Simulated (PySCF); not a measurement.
methylsilylformaldehyde (C2H6OSi), SMILES C[SiH2]C=O. Atoms are numbered in the order given.

```xyz
10

C     -1.6677    -0.2705    -0.4876
Si    -0.3598     0.7329     0.4059
C      1.3399    -0.1582     0.1454
O      1.4194    -1.1836    -0.4945
H     -1.6896    -1.2968    -0.0892
H     -2.6702     0.1713    -0.3791
H     -1.4247    -0.3338    -1.5596
H     -0.2333     2.1247    -0.1242
H     -0.6053     0.8262     1.8775
H      2.2717     0.2894     0.6005
```

Geometry optimised at B3LYP-D3(BJ)/def2-SVP. Other conformers were not sampled.

Two levels are set side by side: PBE/pcSseg-1 (PySCF) and B3LYP/pcSseg-1 (PySCF). GIAO shifts against H2O (¹⁷O), TMS (²⁹Si), TMS (¹H), TMS (¹³C) at the same level; non-relativistic, no solvent, atoms listed together averaged. Differences are taken from unrounded values.

```json
[
 {"quantity": "δ(¹³C) of C1 (ppm)", "PBE": "-10.3"},
 {"quantity": "δ(²⁹Si) of Si2 (ppm)", "PBE": "-56.7"},
 {"quantity": "δ(¹³C) of C3 (ppm)", "PBE": "246.4"},
 {"quantity": "δ(¹⁷O) of O4 (ppm)", "PBE": "931.2"},
 {"quantity": "δ(¹H) of H8, H9 (ppm)", "PBE": "4.67"},
 {"quantity": "δ(¹H) of H10 (ppm)", "PBE": "12.78"}
]
```

### Question
These are the PBE values. What does B3LYP give? (The exact figures need the calculation; the answer reports its results.)

### Answer

```json
[
 {"quantity": "δ(¹³C) of C1 (ppm)", "B3LYP": "-9.3", "PBE minus B3LYP": "-1.0"},
 {"quantity": "δ(²⁹Si) of Si2 (ppm)", "B3LYP": "-53.4", "PBE minus B3LYP": "-3.4"},
 {"quantity": "δ(¹³C) of C3 (ppm)", "B3LYP": "247.3", "PBE minus B3LYP": "-1.0"},
 {"quantity": "δ(¹⁷O) of O4 (ppm)", "B3LYP": "946.0", "PBE minus B3LYP": "-14.8"},
 {"quantity": "δ(¹H) of H8, H9 (ppm)", "B3LYP": "4.47", "PBE minus B3LYP": "0.20"},
 {"quantity": "δ(¹H) of H10 (ppm)", "B3LYP": "12.39", "PBE minus B3LYP": "0.39"}
]
```

Rough cost on one machine, each run with all the roots and properties that it gave: B3LYP against PBE within a factor of 2.
